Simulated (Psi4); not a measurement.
HBClFS (SMILES FB(S)Cl), singlet, geometry from GFN2-xTB; Psi4 with MP2/3-21G.

Input for Psi4:
```
memory 2 GB

molecule mol {
0 1
B     0.063640    0.315376   -0.024141
Cl   -1.540658   -0.035747   -0.517427
F     0.474086    1.577062   -0.067854
S     1.211370   -0.940813    0.547327
H     2.224294   -0.109737    0.770419
}

set {
  basis 3-21g
  reference rhf
  freeze_core true
}

energy('mp2')
print_variables()
```

What the program printed (banner, timings and long lists left out):

```
    SCF Algorithm Type (re)set to DF.

   => Loading Basis Set <=

    Name: 3-21G
    Role: ORBITAL
    Keyword: BASIS

         ---------------------------------------------------------
                                   SCF
               by Justin Turney, Rob Parrish, Andy Simmonett
                          and Daniel G. A. Smith
                              RHF Reference
         ---------------------------------------------------------

  ==> Geometry <==

    Molecular point group: c1
    Full point group: C1

    Geometry (in Angstrom), charge = 0, multiplicity = 1:

       Center              X                  Y                   Z               Mass
    ------------   -----------------  -----------------  -----------------  -----------------
         B            0.096264969646     0.295026520667    -0.010123583398    11.009305360000
         CL          -1.508033030354    -0.056096479333    -0.503409583398    34.968852682000
         F            0.506710969646     1.556712520667    -0.053836583398    18.998403162730
         S            1.243994969646    -0.961162479333     0.561344416602    31.972071174400
         H            2.256918969646    -0.130086479333     0.784436416602     1.007825032230

  Running in c1 symmetry.

  Rotational constants: A =      0.23822  B =      0.10240  C =      0.07162 [cm^-1]
  Rotational constants: A =   7141.78270  B =   3069.84008  C =   2146.97813 [MHz]
  Nuclear repulsion =  185.186317234079439

  Charge       = 0
  Multiplicity = 1
  Electrons    = 48
  Nalpha       = 24
  Nbeta        = 24

  ==> Algorithm <==

  SCF Algorithm Type is DF.
  DIIS enabled.
  MOM disabled.
  Fractional occupation disabled.
  Guess Type is SAD.
  Energy threshold   = 1.00e-08
  Density threshold  = 1.00e-08
  Integral threshold = 1.00e-12

  ==> Primary Basis <==

  Basis Set: 3-21G
    Blend: 3-21G
    Number of shells: 26
    Number of basis functions: 46
    Number of Cartesian functions: 46
    Spherical Harmonics?: false
    Max angular momentum: 1

   => Loading Basis Set <=

    Name: (3-21G AUX)
    Role: JKFIT
    Keyword: DF_BASIS_SCF

  ==> Integral Setup <==

  SCF_SUBTYPE=INCORE selected. In-core MEM_DF algorithm will be used.
  Using in-core AOs.

  ==> MemDFJK: Density-Fitted J/K Matrices <==

    J tasked:                   Yes
    K tasked:                   Yes
    wK tasked:                   No
    Algorithm:                 Core
    Schwarz Cutoff:           1E-12
[...]
  @DF-RHF Final Energy:  -977.00504350670622
    Total Energy =                       -977.0050435067062153
[...]

  //>>>>>>>>>>>>>>>>>>>>>>>>>>>>>>>>>>>//
  //               DFMP2               //
  //<<<<<<<<<<<<<<<<<<<<<<<<<<<<<<<<<<<//

   => Loading Basis Set <=

    Name: (3-21G AUX)
    Role: RIFIT
    Keyword: DF_BASIS_MP2

	 --------------------------------------------------------
	                          DF-MP2
	      2nd-Order Density-Fitted Moller-Plesset Theory

	        Rob Parrish, Justin Turney, Andy Simmonett,
	           Ed Hohenstein, and C. David Sherrill
	 --------------------------------------------------------

   => Auxiliary Basis Set <=

  Basis Set: (3-21G AUX)
    Blend: DEF2-SVP-RI
    Number of shells: 78
    Number of basis functions: 234
    Number of Cartesian functions: 271
    Spherical Harmonics?: true
    Max angular momentum: 3

	 --------------------------------------------------------
	                 NBF =    46, NAUX =   234
	 --------------------------------------------------------
	   CLASS    FOCC     OCC    AOCC    AVIR     VIR    FVIR
	   PAIRS      12      24      12      22      22       0
	 --------------------------------------------------------

	-----------------------------------------------------------
	 ==================> DF-MP2 Energies <====================
	-----------------------------------------------------------
	 Reference Energy          =    -977.0050435067062153 [Eh]
	 Singles Energy            =      -0.0000000000000000 [Eh]
	 Same-Spin Energy          =      -0.0689835613915988 [Eh]
	 Opposite-Spin Energy      =      -0.2055589175906487 [Eh]
	 Correlation Energy        =      -0.2745424789822475 [Eh]
	 Total Energy              =    -977.2795859856884135 [Eh]
	-----------------------------------------------------------
	 ================> DF-SCS-MP2 Energies <==================
	-----------------------------------------------------------
	 SCS Same-Spin Scale       =       0.3333333333333333 [-]
	 SCS Opposite-Spin Scale   =       1.2000000000000000 [-]
	 SCS Same-Spin Energy      =      -0.0229945204638663 [Eh]
	 SCS Opposite-Spin Energy  =      -0.2466707011087785 [Eh]
	 SCS Correlation Energy    =      -0.2696652215726448 [Eh]
	 SCS Total Energy          =    -977.2747087282788243 [Eh]
	-----------------------------------------------------------

  Variable Map:
  ----------------------------------------------------------------------------
[...]
  Array Variable Map:
  ----------------------------------------------------------------------------
[...]
[...]
```
